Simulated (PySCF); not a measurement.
Calculation: PBE-D3(BJ)/def2-TZVP // B3LYP-D3(BJ)/def2-TZVP run with PySCF. Gas-phase values, no solvent. One relaxed conformer stands for a flexible species; it need not be the lowest. Excitations are Tamm–Dancoff values on a coarser integration grid. The basis has no diffuse functions, so Rydberg states are missing or too high.

Reference species (SMILES): `[OH][Al]([SiH3])[SiH3]` (H–O–Al–Si torsion 180°) (neutral, multiplicity 1).

| Quantity | Value |
|---|---|
| S1–T1 gap (TDA) | 0.59 eV |
| S1 excitation (TDA) | 3.76 eV |
| S1 oscillator strength | 0.000 |
| HOMO | -6.09 eV |

Changed species: `[Al]([OH])([SiH3])[OH]` (H–O–Al–Si torsion 180°, Si–Al–O–H torsion -180°) (1 of 3 OH replaced by SiH3; the reference has 2 of 3 OH replaced by SiH3).

**Question.** Predict the effect on the S1–T1 gap (TDA), S1 excitation (TDA), S1 oscillator strength and HOMO.

**Answer.** the S1–T1 gap (TDA) rises by 0.63 eV, to 1.22 eV; the S1 excitation (TDA) rises by 2.27 eV, to 6.03 eV; the S1 oscillator strength hardly moves; the HOMO decreases by 0.84 eV, to -6.93 eV.
